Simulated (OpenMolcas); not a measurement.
N: effect of the IPEA shift

```json
{"Program": "OpenMolcas 26.06", "Basis": "ANO-RCC-VQZP [5s4p3d2f1g]", "Scalar Hamiltonian": "DKH2, point nucleus", "Active space": "5 electrons in 9 orbitals (RAS2 2s 2p; RAS3 3d, at most 2 electrons)", "State averaging": "2S+1 = 4 odd, 1 root; 2S+1 = 2 odd, 8 roots; 2S+1 = 4 even, 3 roots; 2S+1 = 2 even, 5 roots (0 in the spin-orbit step)", "Spin-orbit coupling": "RASSI with atomic mean-field integrals over the reference wave functions, term energies averaged over their components"}
```

Methods on the same reference wave functions:
A. RASSCF
B. SS-RASPT2, IPEA 0 Eh, imaginary shift 0.1 Eh (closed shells correlated: 1s)
C. SS-RASPT2, IPEA 0.25 Eh, imaginary shift 0.1 Eh (closed shells correlated: 1s)

Energies in cm⁻¹ above 2s² 2p³ ⁴S°_3/2, the measured ground level; measured values from NIST Handbook of Basic Atomic Spectroscopic Data.

```tsv
Level	A	B	C	Measured
2s² 2p³ ⁴S°_3/2	0.0	0.0	0.0	0.0
2s² 2p³ ²D°_3/2	22544	19317	19420	19233
2s² 2p³ ²D°_5/2	22544	19318	19420	19224
2s² 2p³ ²P°_3/2	33457	29149	29281	28839
2s² 2p³ ²P°_1/2	33459	29152	29284	28839
2s 2p⁴ ⁴P_5/2	91042	88027	88151	88107
2s 2p⁴ ⁴P_3/2	91101	88087	88210	88151
2s 2p⁴ ⁴P_1/2	91137	88122	88246	88171
```

Deviations, from unrounded energies. A percentage is the sum of absolute deviations over the sum of measured energies, with the sign that they share, or ± where signs differ.

```json
{"Against measurement": "mean absolute deviation (cm-1)", "Levels": "7", "A": "3500", "B": "140", "C": "210"}
{"Against measurement": "other terms of the ground configuration (%)", "Levels": "4", "A": "+16.5", "B": "+0.8", "C": "+1.3"}
{"Against measurement": "other configurations (%)", "Levels": "3", "A": "+3.3", "B": "-0.1", "C": "+0.1"}
```

B lies closest to measurement on these levels and A furthest from it. The largest miss of B in the table is 2s² 2p³ ²P°_1/2, by +310 cm-1. The ranking rests on the paired levels alone, and a cruder setting can come out closer through cancelling errors.

Between B and C the level of the table that moves most is 2s² 2p³ ²P°_1/2, by 130 cm-1 (lowest in B, highest in C).

From A to B the spin-free energies of the other terms of 2s² 2p³ shown, above ⁴S°, scale by factors of 0.86 to 0.87.

The lowest spin-free term lies below A's lowest term by 0.074 hartree in B, 0.073 hartree in C.

Active for correlation alone: 3d; no level in the range computed is led by a configuration that fills it, so any true level of that kind is missing. Without dynamic correlation excited terms often stand tens of per cent too high (terms of higher spin than the ground term too low), and those without a measured partner can miss by more than the paired ones (holds for A). Computed and measured levels are paired by configuration, term and J; levels that our copy of the source lacks, or whose pairing is in doubt (as where it misses far off the trend of its configuration), stay unpaired and out of the deviations. Only configurations of the active space appear.

° marks odd parity.
